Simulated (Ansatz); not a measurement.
C2F4, charge +1, doublet, geometry from GFN2-xTB (a state made from the parent by changing its charge; the spin is typed, not shown lowest). Base run: Ansatz (a first-principles code) with SVWN5/6-31G.

Geometry (Å):
```xyz
6

F     -1.3527     0.0008     1.1227
C     -0.7085    -0.0261     0.0229
F     -1.4186    -0.1031    -1.0330
C      0.7085     0.0261    -0.0229
F      1.3527    -0.0008    -1.1227
F      1.4186     0.1031     1.0330
```
Charge +1, spin multiplicity 2.
Orbitals are unrestricted.
All else is at Ansatz's defaults.
Base energy -471.81797 Eh.

Variants of this job, named by their change:

```csv
change,ΔE vs base (kcal/mol)
base,0.000
lower_state_search = light,0.000
fitting.mean_field = cc-pVTZ-JKFIT,-0.059
"final_grid = 14, 28, 59",0.000
"final_grid = 10, 20, 41",0.000
lower_state_search = full,0.000
lower_state_search = off,0.000
"point_charge = charge:1.0 position_ang:2.7348, -3.2786, 2.0999",68.9
"point_charge = charge:0.5 position_ang:0.4044, -4.2835, 2.0313",34.43
"point_charge = charge:-1.0 position_ang:-2.882, -2.4454, 2.8899",-71.4
nuclear_model = gaussian,0.060
```
